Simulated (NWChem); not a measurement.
Molecule: CH4AlFOS; SMILES C[O][Al]([F])[SH]

```xyz
9

Al    -0.2910    -0.0736     0.0003
F     -1.9516    -0.0018    -0.0001
O      0.6582     1.3037     0.0009
C      0.6558     2.6917    -0.0007
H      1.1781     3.0785    -0.8930
H     -0.3639     3.1170     0.0035
H      1.1862     3.0803     0.8861
S      0.6666    -2.0137    -0.0001
H     -0.5191    -2.6643    -0.0008
```
Atoms are numbered in this order, from 1.

Results from NWChem. Medium grid unless said otherwise, to which SCAN and Minnesota functionals are sensitive. Structure relaxed at the PBE0/def2-SVP level.

Task: Order these by “highest occupied level (eV)”, lowest first: B3LYP/def2-SVP; M05-2X/def2-SVP; MN15-L/def2-SVP; PW91/def2-SVP; PBE0/def2-SVP.

Result: M05-2X/def2-SVP (-8.91), PBE0/def2-SVP (-7.71), B3LYP/def2-SVP (-7.38), MN15-L/def2-SVP (-6.91), PW91/def2-SVP (-6.42)
